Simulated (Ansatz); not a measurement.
Start from `C[O][Mo](=[O])([F])=[S]` and change one atom or group to get `C[O][Mo](=[O])([OH])=[S]`.

Ansatz, PBE0-D4/def2-TZVP geometries, multiplicity 1. Each molecule was computed in one conformer, which needn't be the lowest.

Elements past krypton have def2 core potentials.

| property | `C[O][Mo](=[O])([F])=[S]` |
| --- | --- |
| HOMO energy (PBE/def2-TZVPP) / eV | -6.67 |
| HOMO energy (ωB97M-V/def2-TZVPP) / eV | -10.06 |
| HOMO–LUMO gap (PBE0/def2-TZVPP) / eV | 4.94 |
| size of the dipole moment (ωB97M-V/def2-TZVPP) / D | 3.48 |
| HOMO energy (B3LYP/def2-TZVPP) / eV | -7.70 |
| HOMO–LUMO gap (ωB97M-V/def2-TZVPP) / eV | 9.09 |

(1) What does the change do to each property? (Estimate.)

## Answers

(1) The calculation gave: 
| property | `C[O][Mo](=[O])([OH])=[S]` | shift |
| --- | --- | --- |
| HOMO energy (PBE/def2-TZVPP) / eV | -6.31 | 0.36 |
| HOMO energy (ωB97M-V/def2-TZVPP) / eV | -9.69 | 0.37 |
| HOMO–LUMO gap (PBE0/def2-TZVPP) / eV | 4.95 | 0.01 |
| size of the dipole moment (ωB97M-V/def2-TZVPP) / D | 2.86 | -0.62 |
| HOMO energy (B3LYP/def2-TZVPP) / eV | -7.32 | 0.38 |
| HOMO–LUMO gap (ωB97M-V/def2-TZVPP) / eV | 9.09 | 0.00 |

The zero-point energy changes by 28.6 kJ/mol with +3 modes. Dipoles are sizes alone; their direction can turn.

B3LYP here is the variant with VWN-RPA as its local correlation; programs differ in this.
